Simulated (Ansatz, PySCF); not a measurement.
1-fluorocyclopenta-1,3-diene (C5H5F), SMILES FC1CC=CC=1. Atoms are numbered in the order given.

```xyz
11

F     -0.0057    -2.0542     0.0000
C     -0.0698    -0.7239     0.0000
C     -1.1796     0.0413     0.0000
C     -0.7368     1.4443     0.0000
C      0.6146     1.5097     0.0000
C      1.1751     0.1109     0.0000
H     -2.2098    -0.3122     0.0000
H     -1.4192     2.2958     0.0000
H      1.2271     2.4109     0.0000
H      1.8032    -0.0991     0.8854
H      1.8032    -0.0991    -0.8854
```

Coordinates come from a B3LYP-D3(BJ)/def2-SVP optimisation. Other conformers were not sampled.

Two levels are set side by side: PBE-D3(BJ)/def2-SVP (Ansatz, a program for electronic structure) and B3LYP-D3(BJ)/def2-SVP (Ansatz). Each level has its own optimised geometry; the coordinates shown are those of the second. Frequencies come from the Hessian of PySCF at each geometry. Differences are taken from unrounded values.

| quantity | B3LYP-D3(BJ) |
|---|---|
| mean bond length (Å) | 1.272 |
| bond F1–C2 (Å) | 1.332 |
| bond C2–C3 (Å) | 1.348 |
| bond C2–C6 (Å) | 1.499 |
| bond C3–C4 (Å) | 1.471 |
| bond C4–C5 (Å) | 1.353 |
| bond C5–C6 (Å) | 1.507 |
| bond C3–H7 (Å) | 1.089 |
| bond C4–H8 (Å) | 1.091 |
| bond C5–H9 (Å) | 1.090 |
| bond C6–H10 (Å) | 1.106 |
| bond C6–H11 (Å) | 1.106 |
| highest harmonic wavenumber (cm⁻¹) | 3240 |
| mean harmonic wavenumber (cm⁻¹) | 1377 |
| zero-point energy (kcal/mol) | 53.16 |

Question: What does PBE-D3(BJ) give, and how far is it from B3LYP-D3(BJ)? (Estimate from the structure and the level; the computed values follow.)

Answer: 
```
quantity                            PBE-D3(BJ)  PBE-D3(BJ) minus B3LYP-D3(BJ)
----------------------------------  ----------  -----------------------------
mean bond length (Å)                     1.278                          0.006
bond F1–C2 (Å)                           1.337                          0.005
bond C2–C3 (Å)                           1.360                          0.012
bond C2–C6 (Å)                           1.501                          0.002
bond C3–C4 (Å)                           1.469                         -0.002
bond C4–C5 (Å)                           1.363                          0.011
bond C5–C6 (Å)                           1.506                         -0.001
bond C3–H7 (Å)                           1.097                          0.008
bond C4–H8 (Å)                           1.099                          0.008
bond C5–H9 (Å)                           1.097                          0.008
bond C6–H10 (Å)                          1.113                          0.008
bond C6–H11 (Å)                          1.113                          0.008
highest harmonic wavenumber (cm⁻¹)        3178                            -62
mean harmonic wavenumber (cm⁻¹)           1340                            -37
zero-point energy (kcal/mol)             51.72                          -1.44
```

GGA bonds tend to be longer and softer than those of functionals with exact exchange. Differences between two approximate levels are no errors against the true value.
